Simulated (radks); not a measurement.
Zn18+, 12 electrons, occupied as [Ne] 3s2.

Calculated with a radial shooting solver on a logarithmic mesh with Libxc functionals: Dirac Kohn-Sham, LB94 model potential, spin-unpolarised, spherical densities, finite nucleus; Fermi nuclear charge, rms radius 3.9283 fm.

Energy parts (hartree):
| part | energy |
|---|---|
| kinetic | 1659.38038 |
| electron-nucleus | -3557.74150 |
| Hartree | 327.54398 |
(The LB94 potential has no energy functional, so no total or exchange-correlation energy is given.)

Orbitals (lengths in bohr, moments of r in powers of bohr):
orbital	occ.	eigenvalue (hartree)	<r^2>	<r>
1s1/2	2	-379.4466	0.003384	0.05017
2s1/2	2	-68.78155	0.05830	0.2227
2p1/2	2	-63.94086	0.04522	0.1923
2p3/2	4	-63.02476	0.04663	0.1956
3s1/2	2	-25.70652	0.3584	0.5614
3p1/2	0	-24.19271	0.3427	0.5451
3p3/2	0	-23.98502	0.3491	0.5503
4s1/2	0	-13.52886	1.259	1.058

The highest occupied level is 3s1/2 at -699.51 eV. For comparison, the ionisation energy in NIST's Atomic Spectra Database is 698 eV (semi-empirical). In exact Kohn-Sham theory the highest level is minus the ionisation energy, but local and semilocal functionals leave it too shallow, through self-interaction and a potential that decays too fast; potentials with the right tail come closer. The electron density at the nucleus is 2.531e+04 e/bohr^3. The density falls to 0.001 e/bohr^3 at r = 1.32 bohr.
